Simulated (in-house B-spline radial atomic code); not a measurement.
Values are calculated unless marked as measured or tabulated.
# Two electrons in InAs: a Gaussian well −V exp(−r²/w²) with V = 47.4 meV and w = 149 nm

For InAs the NSM archive of the Ioffe Institute lists m* = 0.023 m0 and ε = 15.15. In so narrow a gap the band flattens within tens of meV, so real spacings are smaller, by up to some tenths.

Effective-mass model with parabolic bands, a uniform dielectric constant, no image charges, no central-cell or spin-orbit terms. Two-electron levels come from full CI in B-splines with partial waves to l = 5 (up to 0.001 effective hartree above the limit).

**Question.** What are the effective units, and what is the potential in them?

**Answer.** Ha* = 27211.386 meV × 0.023/15.15² = 2.727 meV and a* = 0.0529177 nm × 15.15/0.023 = 34.86 nm. V = 17.4 Ha* and w = 4.28 a*.

In these units the lowest s and p orbitals lie at -15.3841 and -14.0755, and their Coulomb and exchange integrals are J_ss = 0.9147, J_sp = 0.7564 and K_sp = 0.1499. Full CI gives -29.9232 for the ground singlet, -28.8706 for the sp triplet, -28.6226 for the sp singlet and -27.6424 for the lowest triplet of two s orbitals.

**Question.** What does it cost to add the second electron, to first order and exactly?

**Answer.** To first order E = 2ε_s + J_ss = -29.8536, so the charging energy E(2) − 2E(1) is J_ss = 2.494 meV. CI gives -29.9232 − 2 × (-15.3841) = 0.8451, or 2.304 meV: relaxation and correlation lower it by 0.1896 meV, 7.6 % of J_ss. The s² configuration of one-electron orbitals holds 97.9 % of the state, and the mean radius is 36.4 nm. The second electron is bound by ε_s − E = 39.65 meV, against 41.95 meV for the first.

**Question.** How far above the singlet do the triplets lie?

**Answer.** To first order the sp triplet lies at ε_s + ε_p + J_sp − K_sp = -28.8533, which is 2.728 meV above 2ε_s + J_ss. CI gives -28.8706 − (-29.9232) = 1.0526, or 2.87 meV, 80 % of the orbital spacing of 3.568 meV. The ss triplet lies 6.219 meV up, so the lower of the two is the sp one, and its gap equals k_BT at 33.3 K. The sp singlet-triplet splitting is 0.6762 meV, against 2K_sp = 0.8178 meV.
